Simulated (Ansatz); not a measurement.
`[Cl][Al-]([Cl])([Cl])[AsH3+]` → Al• + As• + 3 Cl• + 3 H•  (atomization)

Program: Ansatz. Geometries: PBE0-D4/def2-TZVP. ΔE: electronic, gas phase. CCSD(T)/CBS is the MP2 limit (def2-TZVPP, def2-QZVPP) plus CCSD(T) − MP2 in def2-TZVPP, frozen cores. This one scheme is used for every species, atoms too. DFT in def2-TZVPP. B3LYP here is the variant with VWN-RPA as its local correlation; programs differ in this. HSE06 is defined as in plane-wave codes. Open shells (•) are unrestricted, without spin–orbit coupling. Spin–orbit coupling would lower the free atoms: a little for Al, Cl. Bonds to As are less sure, by a few kJ/mol each and by 10 to 20 or more in all where they break to atoms, as the def2 sets lack core-valence functions. Scalar relativity is left out up to krypton.

`[Cl][Al-]([Cl])([Cl])[AsH3+]`:

Cartesian coordinates in Å:
```
Cl 1.390 2.300 -0.481
Al 1.104 0.578 0.693
Cl 2.505 -0.977 0.482
Cl 0.230 0.838 2.589
As -0.893 -0.468 -0.560
H -2.167 0.324 -0.660
H -0.717 -0.829 -2.009
H -1.453 -1.767 -0.052
```

```
             level  ΔE (kcal/mol)  difference from CCSD(T)/CBS
       LDA (SPW92)          616.2                         66.5
            PBE-D4          546.8                         -2.9
         revPBE-D4          534.5                        -15.2
           BLYP-D4          535.8                        -13.9
         r2SCAN-D4          552.7                          3.0
            B97M-V          559.2                          9.5
           PBE0-D4          543.3                         -6.4
          B3LYP-D4          541.0                         -8.7
        r2SCANh-D4          549.5                         -0.2
        r2SCAN0-D4          545.1                         -4.6
          HSE06-D4          543.2                         -6.5
          BHLYP-D4          534.1                        -15.6
      CAM-B3LYP-D4          542.8                         -6.9
           ωB97X-V          554.3                          4.6
           ωB97M-V          549.3                         -0.4
            B2PLYP          534.5                        -15.2
          PBE-QIDH          543.3                         -6.4
               PBE          539.8                         -9.9
            revPBE          518.7                        -31.0
              BLYP          521.2                        -28.5
            r2SCAN          551.0                          1.3
              PBE0          537.1                        -12.6
           r2SCANh          547.7                         -2.0
           r2SCAN0          543.0                         -6.7
             HSE06          537.3                        -12.4
             BHLYP          523.5                        -26.2
         CAM-B3LYP          536.3                        -13.4
           LC-ωPBE          536.0                        -13.7
       HF/def2-SVP          405.8                       -143.9
      MP2/def2-SVP          511.0                        -38.7
     CCSD/def2-SVP          498.9                        -50.8
     HF/def2-TZVPP          405.4                       -144.3
    MP2/def2-TZVPP          541.3                         -8.4
   CCSD/def2-TZVPP          522.8                        -26.9
CCSD(T)/def2-TZVPP          532.0                        -17.7
     HF/def2-QZVPP          405.9                       -143.8
    MP2/def2-QZVPP          551.6                          1.9
      HF/CBS(def2)          406.0                       -143.7
     MP2/CBS(def2)          558.9                          9.2
    CCSD/CBS(def2)          540.5                         -9.2
       CCSD(T)/CBS          549.7                            0
```

Largest T1 diagnostic among the species: 0.018.

From PBE to PBE0 (25 % exact exchange), in def2-TZVPP and without D4, ΔE moves by −2.7 kcal/mol: exact exchange takes away binding that semilocal exchange gives to molecules. At CCSD(T), def2-SVP lies −44.9 kcal/mol from the extrapolated value and def2-TZVPP −17.7 kcal/mol: correlation converges slowly with the basis, and small sets miss more of it in the bonded molecule than in its fragments. Leaving LDA and LC-ωPBE aside and taking each functional with its dispersion term where it has one, the values spread over 25.1 kcal/mol, from BHLYP-D4 to B97M-V. LDA lies +76.4 kcal/mol from PBE without D4, its usual overbinding.

For atomizations the MP2-based limit and the directly extrapolated one differ by several kJ/mol either way, and by 10 to 25 for some Ge, Se and Sn compounds, so smaller differences from it don't rank the levels.
